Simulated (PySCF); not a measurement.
GaF2, SMILES [Ga]([F])[F], multiplicity 2. Coordinates come from a PBE-D3(BJ)/def2-TZVP optimisation. The multiplicity is an assumed one; other spin states were not compared. The isomer is the one that the SMILES or the coordinates give; other isomers of the formula were not compared.

Level of theory: PBE-D3(BJ)/def2-TZVP run with PySCF.

Harmonic wavenumbers (cm⁻¹): 161, 593, 635. Rotational constants (GHz): 24.38, 5.690, 4.613; symmetry number 2.

Problem. Work out the zero-point energy and the ideal-gas rigid-rotor harmonic-oscillator thermochemistry at 298.15 K and 1 atm.

Solution. ZPE = ½ Σ hcν = ½ × 1390 cm⁻¹ = 8.31 kJ/mol. H − E(el) = 20.67 kJ/mol. Entropy in J/(mol K): translation 167.11, rotation 93.54, vibration 14.18, spin 5.76, total 280.59. G − E(el) = -62.99 kJ/mol. Cp = 49.55 J/(mol K).
